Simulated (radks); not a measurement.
The numbers below are computed, except where a source is named.
Species: Hg2+. Configuration: [Xe] 4f14 5d10. Code: a radial shooting solver on a logarithmic mesh with Libxc functionals. Model: non-relativistic Kohn-Sham, exchange-only LDA, spin-polarised, spherical densities, point nucleus; relativity is left out, which matters for an element this heavy. Some entries of the table are withheld. Estimate them.

| orbital | occ. | eigenvalue (hartree) | <1/r> (bohr^-1) |
|---|---|---|---|
| 1s | 2 | -2755.565 | 79.41 |
| 2s | 2 | -461.8398 | 18.70 |
| 2p | 6 | -444.4079 | 18.74 |
| 3s | 2 | -109.1723 | 7.252 |
| 3p | 6 | -100.9016 | 7.211 |
| 3d | 10 | (1) | 7.146 |
| 4s | 2 | -23.80411 | 3.179 |
| 4p | 6 | -20.21746 | 3.093 |
| 4d | 10 | -13.60077 | 2.914 |
| 4f | 14 | -4.69291 | 2.579 |
| 5s | 2 | (2) | 1.332 |
| 5p | 6 | -2.85436 | 1.219 |
| 5d | 10 | -1.03992 | 0.9175 |

Answer. 
(1) 3d eigenvalue (hartree): -85.41754
(2) 5s eigenvalue (hartree): -4.01499
